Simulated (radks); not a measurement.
Problem. Coherent X-ray form factor from a spherical all-electron density. Calculated with a radial shooting solver on a logarithmic mesh with Libxc functionals: scalar-relativistic Kohn-Sham, PBEsol, spin-polarised, spherical densities, point nucleus.

sin(theta)/lambda (1/angstrom)  f0 (electrons)
0.05                                    11.526
0.1                                     10.505
0.15                                     9.516
0.2                                      8.723
0.25                                     8.050
0.3                                      7.414
0.4                                      6.165
0.5                                      5.014
0.6                                      4.051
0.8                                      2.735
1                                        2.032
1.25                                     1.605
1.5                                      1.388
2                                        1.117

The species is in the configuration that NIST lists as its ground one. Which atom or ion scatters so?

Solution. Neutral magnesium, [Ne] 3s2. Extrapolating in s^2 from the first two rows gives f0(0) = 11.9, near the electron count 12; among species with that count, the fall with angle is slower the higher Z, and the table is that of Z = 12; from so few rows the species is fixed only to a neighbour or two.
